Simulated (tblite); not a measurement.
A tight-binding relaxation on `[SiH3]c1cccc2ccc3ccccc3c12`.

Computed with GFN2-xTB geometry optimisation, gas phase (tblite 0.8.0). Start geometry: from a force field or distance geometry. The input is one job of a driver script: a line of settings, then coordinates in Å.

Input:
```
{"job": {"kind": "relax", "xc": "GFN2-xTB", "basis": "xTB"}, "charge": 0, "multiplicity": 1}
Si     1.495600     2.773500    -0.255000
C      1.676900     0.918000     0.037100
C      3.054300     0.528100     0.196800
C      3.415600    -0.786200     0.299300
C      2.437000    -1.769100     0.259100
C      1.076200    -1.439400     0.117000
C      0.205600    -2.517200     0.036700
C     -1.153900    -2.331000    -0.089000
C     -1.697000    -1.061800    -0.098600
C     -3.105900    -0.954600    -0.192200
C     -3.739600     0.277100    -0.159700
C     -2.974400     1.412600     0.000200
C     -1.579700     1.314100     0.097800
C     -0.854300     0.085200     0.005300
C      0.612600    -0.077800     0.061100
H      0.884300     3.425000     0.953400
H      2.817000     3.402700    -0.493700
H      0.628100     3.025000    -1.439600
H      3.843200     1.278000     0.206500
H      4.467000    -1.066400     0.419100
H      2.750300    -2.801500     0.316600
H      0.576900    -3.540300     0.071500
H     -1.790500    -3.207300    -0.153500
H     -3.723900    -1.853100    -0.293800
H     -4.816900     0.349400    -0.224900
H     -3.456000     2.389600     0.069300
H     -1.068300     2.254000     0.265400
```

Output:
```
step      E/eV     max force
  0   -1028.50067    2.449
  1   -1028.66215    1.471
  2   -1028.71183    0.640
  3   -1028.74545    0.474
  4   -1028.78654    0.527
  5   -1028.81494    0.412
  6   -1028.84334    0.328
  7   -1028.86431    0.299
  8   -1028.88096    0.287
  9   -1028.89118    0.220
... (91 lines left out)
101   -1028.98235    0.012
102   -1028.98238    0.013
103   -1028.98241    0.011
104   -1028.98243    0.011
105   -1028.98245    0.010
106   -1028.98248    0.014
107   -1028.98252    0.021
108   -1028.98257    0.017
109   -1028.98261    0.011
110   -1028.98263    0.009
```

«max force» is the largest atomic force in eV/Å.

Task: From which step on does the largest force stay under 0.1 eV/Å, and how much energy is left to gain from there?

Result: From step 53 (0.099 eV/Å), 13.8 meV above the end.

Summary of the converged run: energy lowered by 11.1 kcal/mol over 110 steps; largest atomic force 0.009 eV/Å at the end.

Task: How long does this job take on Arm Neoverse V2, one thread, on a shared host?

Result: About 1.4 s.
Labels such as C1 count atoms from 1, the log's own numbers from 0.
